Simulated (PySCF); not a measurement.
(3R)-1-fluoro-3-methylcyclobutene (C5H7F), SMILES C[C@H]1C=C(F)C1.

The structure is a stationary point at B3LYP-D3(BJ)/def2-SVP.

Two levels are set side by side: PBE/def2-TZVP (PySCF) and M06-2X/def2-TZVP (PySCF). Same geometry, gas phase. Differences are taken from unrounded values.

```
quantity                     M06-2X
---------------------------  ------
orbital gap (eV)               9.75
highest occupied level (eV)   -8.31
lowest empty level (eV)        1.44
dipole moment (D)              1.68
mean polarisability (bohr³)    57.0
```

Problem. What does PBE give, and how far is it from M06-2X? (An estimate is asked for; the answer gives what the named calculation found.)

Solution. 
```tsv
quantity	PBE	PBE minus M06-2X
orbital gap (eV)	5.42	-4.33
highest occupied level (eV)	-5.88	2.43
lowest empty level (eV)	-0.46	-1.89
dipole moment (D)	1.44	-0.23
mean polarisability (bohr³)	59.5	2.5
```

Without exact exchange PBE keeps part of each electron's self-repulsion, which lifts occupied levels and narrows the gap. Loosely held outer electrons make PBE densities more polarisable. Differences between two approximate levels are no errors against the true value.

Rough cost on one machine, each run with all the roots and properties that it gave: M06-2X against PBE about 4 times.
